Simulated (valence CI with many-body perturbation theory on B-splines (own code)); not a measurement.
## Pm⁵³⁺ in brief

Calculated by valence CI with perturbative core correlation (CI+MBPT): six valence electrons over a frozen Dirac-Fock core [He], radial functions for each j: 9 s, 9 p, 8 d, 6 f, 3 g, 1 h, with the one-electron correlation potential Σ1 (screened to all orders), the two-electron term Σ2, the three-electron term Σ3, Breit, model QED; selected single and double excitations, second order for the rest, scaled by the run's own slope (own B-spline code, finite nucleus).

The last digits are not significant, and no measured levels were compared; by estimate large intervals hold to a few tenths of a per cent, small ones and those within an open d or f shell to about a per cent. Among the levels kept, up to 2100 cm⁻¹ of a level comes from second order outside the variational space, and about a tenth of that is noise between levels of different J, which matters for small intervals.

Levels are named by their leading jj configuration (3d3/2^4 stands for four electrons in 3d with j = 3/2), which in mixed levels can hold well under half, so a name can repeat and another be missing.

Rates and lifetimes use the calculated energies. Strong lines usually hold to 10 to 20 %, long lifetimes can be off by a factor of two.

Problem. What is the ground level?

Solution. (2s^2 2p1/2^2 2p3/2^2) J=2, composition 69 % 2s2.2p4 3P + 31 % 2s2.2p4 1D, g = 1.323.

Problem. What are the static dipole polarisabilities of the lowest levels?

Solution. (2s^2 2p1/2^2 2p3/2^2) J=2 0.000168 (tensor 6.4e-06); (2s^2 2p1/2^2 2p3/2^2) J=0 0.000160 bohr³, of which the core gives 5.34e-07.

Problem. Name the longest-lived excited levels whose lifetime is computed, and their main decay.

Solution. (2s^2 2p1/2^2 2p3/2^2) J=0 at 45.6 eV lives 21.8 ms, mostly by E2 to (2s^2 2p1/2^2 2p3/2^2) J=2; (2s^2 2p1/2 2p3/2^3) J=2 at 596.9 eV lives 1.06 ns, mostly by M1 to (2s^2 2p1/2^2 2p3/2^2) J=2; (2s^2 2p1/2 2p3/2^3) J=1 at 579.1 eV lives 485 ps, mostly by M1 to (2s^2 2p1/2^2 2p3/2^2) J=2.

Problem. Where does the other parity begin?

Solution. At (2s 2p1/2^2 2p3/2^3) J=2, 886.1 eV.

Problem. Among levels below 6746.4 eV, which E1 lines absorb most strongly from the ground level?

Solution. to (2s^2 2p1/2^2 2p3/2 3d5/2) J=3 at 0.1999 nm, f = 0.830; to (2s 2p1/2^2 2p3/2^2 3p1/2) J=3 at 0.1850 nm, f = 0.341; to (2s^2 2p1/2 2p3/2^2 3d3/2) J=3 at 0.1840 nm, f = 0.341.

Problem. How well does LS coupling describe the low levels?

Solution. Among the lowest 20 levels the leading LS term, summed over configurations, holds 59 % on average. For single configurations the figures are 59 % in LS and 99 % in jj coupling. Terms mix most in the J = 2 level at 5874.9 eV, where the leading one holds 25 %.

Problem. What is the ionisation energy?

Solution. 10671 eV; NIST lists 10671 ± 5 eV (theoretical).
